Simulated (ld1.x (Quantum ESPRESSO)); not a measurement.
**Zn: variants of one TM potential**

Base potential:

| Property | Result |
| --- | --- |
| Element | Zn (Z = 30) |
| Generator | ld1.x (Quantum ESPRESSO) 7.5 |
| Type | norm-conserving Troullier–Martins (Kleinman–Bylander form) |
| Functional | PBE |
| Relativity | fully relativistic |
| Frozen core | [Ne] 3s2 |
| Valence charge | 18 |
| Reference configuration | 3p6 3d10 4s1.75 4p0.25 |
| Partial waves | 4s (bound): rc 2.10 bohr; 3p (bound): rc 0.85 bohr; 3d (bound): rc 0.95 bohr |
| Local potential | the d channel |
| Core correction | none |

Open shells are filled in proportion to 2j + 1 (rel_dist='average').

Occupied shells without a wave of their own: 4p. They enter only through the test configuration that unscreens the potential.

All-electron outer shells of the reference configuration (PBE, scalar-relativistic, ld1.x):

```csv
shell,level (eV),outermost node (bohr),outermost maximum (bohr)
2p,-1004.62,–,0.15
3s,-129.85,0.28,0.59
3p,-84.02,0.25,0.59
3d,-10.75,–,0.57
4s,-6.38,0.85,2.09
4p,-1.41,0.92,3.04
```

Cutoffs, loose and tight: the cutoffs (Ry, on a coarse ladder) from which the occupation-weighted sum of valence levels, in a spherical-Bessel basis at the reference potential, stays within 10 and 1 mRy of its value at 400 Ry. They do not see the model core or the augmentation charge, which bear on the density cutoff. Test errors are all-electron minus pseudo excitation energies from the reference, over the configurations 3p6 3d10 4s2 4p0; 3p6 3d10 4s1 4p0; 3p6 3d10 4s0 4p0; 3p6 3d9 4s2 4p1; 3p6 3d10 4s1.5 4p0; 3p6 3d10 4s1 4p1; 3p5 3d10 4s2 4p0. A dash means not determined; rows that change the core or the reference have their own tests. The largest error is taken over the tests solved by every variant that gives reliable tests at all: 3p6 3d10 4s0 4p0; 3p6 3d10 4s1 4p0; 3p6 3d10 4s1 4p1.

A true bound ghost makes a file unfit for plane-wave use even where its test errors are small: the radial tests pick states by their node count and pass the ghost by. Where a test does run into it, the solver fails or the error is huge.

```tsv
change	outcome	cutoff, loose	cutoff, tight	bound ghosts	largest test error (meV)
base	generated, misses its reference levels by 0.21 eV	260 Ry	over 300 Ry	s	-20
all radii scaled by about 0.76 (s 1.60, p 0.64, d 0.72 bohr)	generated, misses its reference levels by 0.22 eV	over 300 Ry	over 300 Ry	s	-27
all radii scaled by about 0.83 (s 1.74, p 0.70, d 0.78 bohr)	generated, misses its reference levels by 0.22 eV	over 300 Ry	over 300 Ry	s	-25
all radii scaled by about 0.90 (s 1.90, p 0.76, d 0.86 bohr)	generated, misses its reference levels by 0.22 eV	300 Ry	over 300 Ry	s	-18
all radii scaled by about 1.09 (s 2.28, p 0.92, d 1.04 bohr)	generated, misses its reference levels by 0.21 eV	230 Ry	over 300 Ry	s	-39
all radii scaled by about 1.16 (s 2.44, p 0.98, d 1.10 bohr)	generated, misses its reference levels by 0.21 eV	200 Ry	over 300 Ry	s	-53
all radii scaled by about 1.32 (s 2.78, p 1.12, d 1.26 bohr)	generated, misses its reference levels by 0.21 eV	180 Ry	300 Ry	s	-105
all radii scaled by about 1.37 (s 2.88, p 1.16, d 1.30 bohr)	generated, misses its reference levels by 0.21 eV	160 Ry	300 Ry	s	-133
```

What comes out with this change to the base: all radii scaled by about 1.21 (s 2.54, p 1.02, d 1.16 bohr)?

outcome: generated, misses its reference levels by 0.21 eV; cutoff, loose: 200 Ry; cutoff, tight: over 300 Ry; bound ghosts: s; largest test error (meV): -70.

Reading the sweep of the scale of all radii (base = 1) (base included, trends over the rows without a ghost): Bound ghosts are found at 0.76, 0.83, 0.9, 1, 1.09, 1.16, 1.21, 1.32, 1.37. Every judged row has one, so this setting neither creates nor removes them.
